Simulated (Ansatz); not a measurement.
`[CH3][In]([NH2])[Br]` + H₂O → `[CH3][In]([NH2])[OH]` + HBr at 500 K and 1 bar (formal hydrolysis of the In–Br bond).

Calculated with Ansatz (gas phase, PBE0-D4/def2-TZVP geometries, no zero-point term in ΔE). CCSD(T)/CBS adds triple-zeta CCSD(T) − MP2 to the extrapolated MP2 energy (def2 sets, frozen cores). This one scheme is used for every species. Elements past krypton have def2 core potentials. For Br, In outer-core shells are correlated without core-valence functions, which leaves a few kJ/mol of doubt a bond. Scalar relativity is left out up to krypton. One conformer a species, not always the lowest.

| species | CCSD(T)/CBS energy (Eh) | H − E (kJ/mol) | S (J/(mol·K)) |
| --- | --- | --- | --- |
| `[CH3][In]([NH2])[Br]` | -2858.97077 | 208.4 | 445.9 |
| H₂O | -76.37941 | 73.2 | 206.3 |
| `[CH3][In]([NH2])[OH]` | -361.38627 | 242.4 | 443.7 |
| HBr | -2573.91920 | 30.5 | 213.7 |

H − E and S are ideal-gas, rigid-rotor, harmonic terms from PBE0-D4/def2-TZVP, for one conformer and one mirror image of each species. 1 Eh = 2625.50 kJ/mol, R = 8.31446 J/(mol·K).

**Question.** By hand: ΔE, ΔH, ΔS and ΔG.

**Answer.** ΔE = (-361.38627) + (-2573.91920) − (-2858.97077) − (-76.37941) = 0.04471 Eh = 117.4 kJ/mol. Δ(H − E) = 242.4 + 30.5 − 208.4 − 73.2 = -8.7, so ΔH = 108.7 kJ/mol. ΔS = 443.7 + 213.7 − 445.9 − 206.3 = 5.2 J/(mol·K). ΔG = 108.7 − 500 × (5.2)/1000 = 106.1 kJ/mol.

**Question.** By hand: the equilibrium constant, and the temperature at which ΔG would vanish if ΔH and ΔS stayed fixed.

**Answer.** log₁₀ K = −ΔG/(RT ln 10) = -11.1. ΔG = 0 at ΔH/ΔS = 20904 K, far beyond where these terms or the molecules hold.

The number of gas molecules stays the same, so ΔS is small and ΔH decides. A doubt of 5 kJ/mol in ΔE shifts log₁₀ K by 0.5 here. Other conformers and mirror images would add mixing entropy, several J/(mol·K) or more a flexible species. Modes under 60 cm⁻¹, often nearly free rotors, make the harmonic entropy too high. These are equilibria of isolated gas molecules and say nothing of rates. Largest T1 diagnostic: 0.015 (customary marks: 0.02 for closed shells, 0.045 for open ones).
